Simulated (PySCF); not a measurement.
**Computed vibrations of [HfO(OH)3]−**

[HfO(OH)3]− (singlet). PySCF 2.14.0, RKS BP86, Hf def2-SVP with ECP60, O def2-SVP, H def2-SVP; non-relativistic Hamiltonian with scalar-relativistic core potentials where named; density fitting; no spin-orbit coupling. Central differences of gradients.

```xyz
8

Hf    0.0004    0.0000    0.0046
O     0.9141    0.0000    1.5964
O     0.5433    1.6860   -1.0281
H     1.1954    2.2620   -0.5908
O    -2.0120    0.0000    0.3989
H    -2.2867    0.0000    1.3326
O     0.5433   -1.6860   -1.0281
H     1.1954   -2.2620   -0.5908
```

Run from Python with OMP_NUM_THREADS=2. Where DIIS fails, smearing, a level shift and second-order steps follow.
It took 120 s on 2 threads of Arm Neoverse V2 (shared host).

Q: What are the harmonic wavenumbers and infrared intensities?

A: Modes are labelled in Cs; negative numbers are unstable modes, those under 60 cm⁻¹ near the noise; a finer grid moves soft modes by up to 10 cm⁻¹.
```csv
cm⁻¹,km/mol,symmetry
139,0.2,a'
143,0.1,a''
156,0.2,a'
171,5.2,a'
177,2.5,a''
277,1.3,a''
300,158.1,a'
303,154.9,a''
484,144.1,a'
513,218.1,a''
517,103.5,a'
565,55.8,a'
570,50.8,a'
571,30.9,a''
814,140.0,a'
3746,33.4,a''
3747,19.3,a'
3753,22.9,a'
```

Q: Is this a minimum?

A: Yes. Ideal gas at 298.15 K and 1 bar: S = 378.9 J/(mol K), Cp = 126.0 J/(mol K), H − H(0 K) = 24.9 kJ/mol (rigid rotor, harmonic modes, spin degeneracy alone).
